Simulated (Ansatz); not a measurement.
`O[Si](F)(F)[SiH3]` + CH₃OH → `CO[Si](O)(F)F` + SiH₄ at 600 K and 1 bar (cleavage of the Si–Si bond).

Gas-phase electronic energies from Ansatz, PBE0-D4/def2-TZVP geometries. CCSD(T)/CBS is the MP2 limit (def2-TZVPP, def2-QZVPP) plus CCSD(T) − MP2 in def2-TZVPP, frozen cores. This one scheme is used for every species. One conformer a species, not always the lowest.

```
            species  CCSD(T)/CBS energy (Eh)  H − E (kJ/mol)  S (J/(mol·K))
`O[Si](F)(F)[SiH3]`               -855.51273           184.0          456.3
              CH₃OH               -115.61712           163.6          277.3
    `CO[Si](O)(F)F`               -679.71512           231.9          463.4
               SiH₄               -291.46306           108.7          242.3
```

H − E and S are ideal-gas, rigid-rotor, harmonic terms from PBE0-D4/def2-TZVP, for one conformer and one mirror image of each species. 1 Eh = 2625.50 kJ/mol, R = 8.31446 J/(mol·K).

Task: By hand: ΔE, ΔH, ΔS and ΔG.

Result: ΔE = (-679.71512) + (-291.46306) − (-855.51273) − (-115.61712) = -0.04833 Eh = -126.9 kJ/mol. Δ(H − E) = 231.9 + 108.7 − 184.0 − 163.6 = -7.0, so ΔH = -133.9 kJ/mol. ΔS = 463.4 + 242.3 − 456.3 − 277.3 = -27.9 J/(mol·K). ΔG = -133.9 − 600 × (-27.9)/1000 = -117.2 kJ/mol.

Task: By hand: the equilibrium constant, and the temperature at which ΔG would vanish if ΔH and ΔS stayed fixed.

Result: log₁₀ K = −ΔG/(RT ln 10) = 10.2. ΔG = 0 at ΔH/ΔS = 4799 K, far beyond where these terms or the molecules hold.

ΔH outweighs TΔS. A doubt of 5 kJ/mol in ΔE shifts log₁₀ K by 0.4 here. Other conformers and mirror images would add mixing entropy, several J/(mol·K) or more a flexible species. These are equilibria of isolated gas molecules and say nothing of rates. Largest T1 diagnostic: 0.013 (customary marks: 0.02 for closed shells, 0.045 for open ones).
